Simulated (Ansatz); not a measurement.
Start from `NB(O)CF` and change one atom or group to get `CCB(N)O`.

Ansatz, PBE0-D4/def2-TZVP geometries, multiplicity 1. Each molecule was computed in one conformer, which needn't be the lowest.

```json
{"property": "HOMO–LUMO gap (ωB97M-V/def2-TZVPP) / eV", "`NB(O)CF`": "12.34"}
{"property": "LUMO energy (ωB97M-V/def2-TZVPP) / eV", "`NB(O)CF`": "1.90"}
{"property": "size of the dipole moment (ωB97M-V/def2-TZVPP) / D", "`NB(O)CF`": "2.67"}
{"property": "HOMO–LUMO gap (B3LYP/def2-TZVPP) / eV", "`NB(O)CF`": "8.00"}
{"property": "HOMO–LUMO gap (PBE/def2-TZVPP) / eV", "`NB(O)CF`": "6.33"}
{"property": "LUMO energy (PBE/def2-TZVPP) / eV", "`NB(O)CF`": "-0.21"}
```

Task: Give the same properties after the change, and the shifts. (Estimate.)

Result: Ansatz gave: 
```tsv
property	`CCB(N)O`	shift
HOMO–LUMO gap (ωB97M-V/def2-TZVPP) / eV	12.13	-0.21
LUMO energy (ωB97M-V/def2-TZVPP) / eV	1.95	0.05
size of the dipole moment (ωB97M-V/def2-TZVPP) / D	2.54	-0.13
HOMO–LUMO gap (B3LYP/def2-TZVPP) / eV	7.79	-0.21
HOMO–LUMO gap (PBE/def2-TZVPP) / eV	6.11	-0.22
LUMO energy (PBE/def2-TZVPP) / eV	-0.17	0.04
```

Dipoles are sizes alone; their direction can turn.

B3LYP here is the variant with VWN-RPA as its local correlation; programs differ in this.
